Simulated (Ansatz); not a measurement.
Ansatz (a quantum-chemistry and plane-wave program) input:
A basis named .json is the Basis Set Exchange file of that set.

Ansatz 0.2 input:
```yaml
crystal:
  periodic: [false, false, false]
  atoms:
    - {symbol: C, position_ang: [2.04605005, -0.50217542, 0.41253154]}
    - {symbol: Si, position_ang: [0.34906791, 0.15558011, 0.13115875]}
    - {symbol: S, position_ang: [0.17681207, 1.39116225, -1.56224422]}
    - {symbol: S, position_ang: [-0.65108276, 0.66907904, 1.90618325]}
    - {symbol: S, position_ang: [-0.70244343, -1.85780372, -0.69036358]}
    - {symbol: H, position_ang: [2.68162028, 0.31469546, 0.76207945]}
    - {symbol: H, position_ang: [2.05160866, -1.28704925, 1.17084364]}
    - {symbol: H, position_ang: [2.47267018, -0.89712118, -0.51100274]}
    - {symbol: H, position_ang: [-0.97284659, 1.97711174, -1.18084490]}
    - {symbol: H, position_ang: [-1.66079856, 1.33018069, 1.31073047]}
    - {symbol: H, position_ang: [-1.95230903, -1.36774465, -0.80424416]}
    - {symbol: H, position_ang: [-0.95577004, -2.47414263, 0.48381914]}
basis:
  gaussian:
    orbitals: cc-pwCVTZ.json
total_charge: 1
magnetization: {spin_polarized: false}
correlation: {method: ccsd_t, frozen_orbitals: {C: 0, H: 0, S: 1, Si: 1}}
```

Which total energy does the run end on?

-1525.47134 Eh (CCSD(T,core; 1s of Na to Cl frozen)/cc-pwCVTZ).

It need not be the lowest isomer of its formula.
